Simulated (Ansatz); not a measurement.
Potential energy curve for SBe, lowest singlet found (which spin is the ground state isn't settled by this scan).

Methods: RHF/cc-pVDZ (Ansatz, a program for electronic structure); RMP2 = MP2 on RHF/cc-pVDZ, frozen core (Ansatz); RCCSD = CCSD on RHF/cc-pVDZ, frozen core (Ansatz); RCCSD(T) = CCSD(T) on RHF/cc-pVDZ, frozen core run with Ansatz; RCCSDT = CCSDT on RHF/cc-pVDZ, frozen core run with Ansatz; RCCSDT(Q) = CCSDT(Q) on RHF/cc-pVDZ, frozen core (Ansatz); RKS-CAM-B3LYP = Ansatz with restricted CAM-B3LYP/cc-pVDZ; UKS-CAM-B3LYP = unrestricted CAM-B3LYP/cc-pVDZ run with Ansatz; RKS-PBE = restricted PBE/cc-pVDZ run with Ansatz; UKS-PBE = unrestricted PBE/cc-pVDZ (Ansatz); FCI = full CI/cc-pVDZ, frozen core (Ansatz).

All curves are set to zero at 1.75 Å and compared with full CI in the same basis at 1.75, 1.84, 1.89, 1.98, 2.03, 2.10, 2.16 Å.

Which method stays most parallel to full CI over these points, and which least?

RCCSDT has the smallest spread and RHF the largest. In order (kJ/mol): RCCSDT 1.08, RCCSDT(Q) 1.67, RCCSD(T) 2.79, UKS-PBE 6.31, RKS-PBE 9.32, RCCSD 11.01, RMP2 19.85, UKS-CAM-B3LYP 29.79, RKS-CAM-B3LYP 32.29, RHF 35.20.

Errors against full CI at some of the points (kJ/mol):

```json
[
 {"method": "RCCSDT", "2.16 Å": "1.1"},
 {"method": "RCCSDT(Q)", "2.16 Å": "-1.7"},
 {"method": "RCCSD(T)", "2.16 Å": "2.8"},
 {"method": "UKS-PBE", "2.16 Å": "-2.7"},
 {"method": "RKS-PBE", "2.16 Å": "9.3"},
 {"method": "RCCSD", "2.16 Å": "11.0"},
 {"method": "RMP2", "2.16 Å": "19.9"},
 {"method": "UKS-CAM-B3LYP", "2.16 Å": "-9.8"},
 {"method": "RKS-CAM-B3LYP", "2.16 Å": "32.3"},
 {"method": "RHF", "2.16 Å": "35.2"}
]
```

The scan ran from 1.45 to 6.81 Å; beyond the distances shown full CI changes its symmetry label. The restricted form behind RHF, RMP2, RKS-CAM-B3LYP, RKS-PBE keeps the bonding electrons paired and can't separate into open-shell fragments. The T1 diagnostic of CCSD on the restricted reference of RMP2, RCCSD, RCCSD(T), RCCSDT, RCCSDT(Q) exceeds 0.045 at 2.16 Å. The unrestricted determinant behind UKS-CAM-B3LYP is spin-contaminated at 1.98 to 2.16 Å (<S²> up to 1.0, against 0.00 for a pure singlet). The unrestricted determinant behind UKS-PBE is spin-contaminated at 1.89 to 2.16 Å (<S²> up to 0.6, against 0.00 for a pure singlet). Also computed but left out beside FCI, since their determinant holds another spin at the minimum (<S²> over 0.7 above the pure value): UHF, UHF/STO-3G.
